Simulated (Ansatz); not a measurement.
`BrC(I)I` + HI → `IC(I)I` + HBr at 400 K and 1 bar (substitution at a C–Br bond).

Isolated molecules relaxed with PBE0-D4/def2-TZVP in Ansatz; ΔE leaves out vibrations. CCSD(T)/CBS adds triple-zeta CCSD(T) − MP2 to the extrapolated MP2 energy (def2 sets, frozen cores). Elements past krypton have def2 core potentials. For Br, I outer-core shells are correlated without core-valence functions, which leaves a few kJ/mol of doubt a bond. Scalar relativity is left out up to krypton.

| species | CCSD(T)/CBS energy (Eh) | H − E (kJ/mol) | S (J/(mol·K)) |
| --- | --- | --- | --- |
| `BrC(I)I` | -3206.83557 | 69.9 | 379.1 |
| HI | -298.03592 | 25.7 | 215.0 |
| `IC(I)I` | -930.95857 | 69.3 | 378.6 |
| HBr | -2573.91920 | 27.6 | 207.2 |

H − E and S are ideal-gas, rigid-rotor, harmonic terms from PBE0-D4/def2-TZVP. 1 Eh = 2625.50 kJ/mol, R = 8.31446 J/(mol·K).

Question: By hand: ΔE, ΔH, ΔS and ΔG.

Answer: ΔE = (-930.95857) + (-2573.91920) − (-3206.83557) − (-298.03592) = -0.00628 Eh = -16.5 kJ/mol. Δ(H − E) = 69.3 + 27.6 − 69.9 − 25.7 = 1.3, so ΔH = -15.2 kJ/mol. ΔS = 378.6 + 207.2 − 379.1 − 215.0 = -8.3 J/(mol·K). ΔG = -15.2 − 400 × (-8.3)/1000 = -11.9 kJ/mol.

Question: By hand: the equilibrium constant, and the temperature at which ΔG would vanish if ΔH and ΔS stayed fixed.

Answer: log₁₀ K = −ΔG/(RT ln 10) = 1.6. ΔG = 0 at ΔH/ΔS = 1831 K, though so small a ΔS makes that figure unsure.

The number of gas molecules stays the same, so ΔS is small and ΔH decides. A doubt of 5 kJ/mol in ΔE shifts log₁₀ K by 0.7 here. These are equilibria of isolated gas molecules and say nothing of rates. Largest T1 diagnostic: 0.009 (customary marks: 0.02 for closed shells, 0.045 for open ones).
